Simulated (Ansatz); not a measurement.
Molecule: C₃H₁₂NSi, net charge 1, singlet state. It need not be the lowest isomer of its formula. 
Geometry from a B3LYP-D3(BJ)/def2-TZVP (Ansatz, a first-principles code) optimisation:
```xyz
17

C      1.1188    -1.5253    -0.0999
Si     0.0712    -0.0020    -0.1574
C     -1.4098    -0.0941    -1.2617
C      0.9951     1.6001    -0.1946
N     -0.7265     0.0199     1.6057
H      1.6282    -1.6432    -1.0600
H      1.8931    -1.4691     0.6680
H      0.5291    -2.4299     0.0623
H     -2.0656     0.7720    -1.1513
H     -1.9957    -1.0007    -1.0972
H     -1.0768    -0.1127    -2.3028
H      1.7698     1.6514     0.5731
H      0.3355     2.4634    -0.0854
H      1.4954     1.6998    -1.1615
H     -1.3514     0.8179     1.7303
H     -1.2774    -0.8212     1.7841
H     -0.0206     0.0759     2.3416
```
Charge +1, spin multiplicity 1.

Total electronic energies in hartree. Correlated levels leave the core frozen unless marked. No spin-orbit coupling. Non-relativistic. Basis-set limits of correlation are two-point, X^-3; Hartree-Fock from the larger set.

```json
[
 {"level": "HF/STO-3G", "program": "Ansatz", "energy (Eh)": "-458.50749"},
 {"level": "HF/cc-pVTZ", "program": "Ansatz", "energy (Eh)": "-463.91030"},
 {"level": "r2SCAN/def2-TZVPD", "program": "Ansatz", "energy (Eh)": "-465.56649"},
 {"level": "B3LYP/def2-TZVPD", "program": "Ansatz", "energy (Eh)": "-465.73194"},
 {"level": "PBE0-D3(BJ)/def2-TZVP", "program": "Ansatz + dftd3", "energy (Eh)": "-465.37487"},
 {"level": "BHLYP/def2-TZVPD", "program": "Ansatz", "energy (Eh)": "-465.58925"},
 {"level": "r2SCANh-D4/def2-TZVPD", "program": "Ansatz + dftd4", "energy (Eh)": "-465.56230"},
 {"level": "CAM-B3LYP-D3(BJ)/def2-TZVPD", "program": "Ansatz + dftd3", "energy (Eh)": "-465.61685"},
 {"level": "SCS-MP2/cc-pVTZ", "program": "Ansatz", "energy (Eh)": "-464.79846"},
 {"level": "SCS-MP2/cc-pwCVTZ", "program": "Ansatz", "energy (Eh)": "-464.81485"},
 {"level": "CCSD/6-31G*", "program": "Ansatz", "energy (Eh)": "-464.51130"},
 {"level": "CCSD/cc-pV(T+d)Z", "program": "Ansatz", "energy (Eh)": "-464.85280"},
 {"level": "CCSD(T)/6-31G", "program": "Ansatz", "energy (Eh)": "-464.21124"},
 {"level": "CCSD(T)/6-31G*", "program": "Ansatz", "energy (Eh)": "-464.52870"},
 {"level": "CCSD(T)/CBS(cc-pV(T+d)Z,cc-pV(Q+d)Z)", "program": "Ansatz", "energy (Eh)": "-464.9882"}
]
```

Totals of different functionals don't rank their quality; only differences between species are comparable.
